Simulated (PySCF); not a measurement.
## Nickel: highly charged ions in a basis for the neutral atom

Ni²¹⁺ [He] 2s2 2p3, Ni²²⁺ [He] 2s2 2p2. All numbers are calculated (PySCF 2.14, scalar relativity by spin-free X2C-1e, in cc-pVTZ-DK (7s6p4d2f1g, 68 functions)). No spin-orbit coupling, so a gap to NIST mixes the basis error with missing relativistic terms.

Changed run: basis of the neutral atom used for a highly charged ion. This setting is unsound on purpose.

```
species  method  sound run (hartree)  changed run (hartree)  converged
  Ni²¹⁺     UHF              not run            -1167.62100        yes
  Ni²¹⁺   M06-L              not run            -1167.91536        yes
  Ni²¹⁺     LDA              not run            -1165.08606        yes
  Ni²²⁺     UHF              not run            -1097.83759        yes
  Ni²²⁺   M06-L              not run            -1098.10343        yes
  Ni²²⁺     LDA              not run            -1095.36019        yes
```

Ionisation energy of Ni²¹⁺:

```csv
method,changed run (eV),NIST (eV)
UHF,1898.9,1880 ± 5
M06-L,1899.7,1880 ± 5
LDA,1897.3,1880 ± 5
```

The contracted functions were made for the neutral atom and can be too rigid for a highly charged ion.
